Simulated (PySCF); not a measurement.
Unrelated species, one level of theory. Theory: TDDFT wB97X-D/def2-SVPD, vertical, gas phase, core orbitals frozen in the response (PySCF). Geometries: PBE0-D3(BJ)/def2-SVP; one conformer of each isolated species. Triplets are in the Tamm–Dancoff approximation. Relativistic effects are left out although some hold elements past zinc.

Problem. Rank by computed lowest triplet energy, lowest first.
A. `[CH2]1C[C@H](C2CC2)[GeH2]1`
B. `CC(C)CC#[C][GeH3]`
C. `C1C[CH]1[GeH2][CH]1CC1`
D. `C=C(C)[C@@H]1C[C@@H]1[GeH3]`

Solution. D (4.34 eV), B (5.07 eV), A (6.27 eV), C (7.71 eV).

```tsv
SMILES	T1 (eV)	LUMO (eV)	HOMO (eV)	α (au)	gap (eV)	S1 mainly
C=C(C)[C@@H]1C[C@@H]1[GeH3]	4.34	1.85	-8.85	100.3	10.70	H→L (78%)
CC(C)CC#[C][GeH3]	5.07	1.80	-9.36	104.3	11.17	H→L+1 (55%)
[CH2]1C[C@H](C2CC2)[GeH2]1	6.27	1.92	-9.22	96.5	11.14	H→L (41%)
C1C[CH]1[GeH2][CH]1CC1	7.71	2.29	-9.52	97.2	11.81	H→L (71%)
```

H and L stand for HOMO and LUMO.

Without π bonds the low states are Rydberg-like; a valence basis with one diffuse set may place them up to an eV too high.
